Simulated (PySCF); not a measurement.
The multiplicity is imposed and other spin states were not computed.

Cartesian coordinates (Å):
```xyz
6

Cd     0.2607    -0.1088     0.2895
N     -0.1223    -1.8439    -0.6716
H     -0.8863    -2.3511    -0.2004
H      0.6930    -2.4723    -0.6112
O      0.6198     1.6400     1.1535
H      0.4999     2.3480     0.4907
```
Charge 0, spin multiplicity 1.

Problem. Give the total energy, charge on the central atom (Mulliken), HOMO–LUMO gap, dipole moment and HOMO at the level TPSSh-D3(BJ)/def2-TZVP // PBE-D3(BJ)/def2-SVP in PySCF.

Solution. 
```yaml
total_energy: -299.5367 Ha
charge on the central atom (Mulliken): 0.78 e
HOMO–LUMO gap: 5.02 eV
dipole_moment: 1.21 D
HOMO: -6.42 eV
```
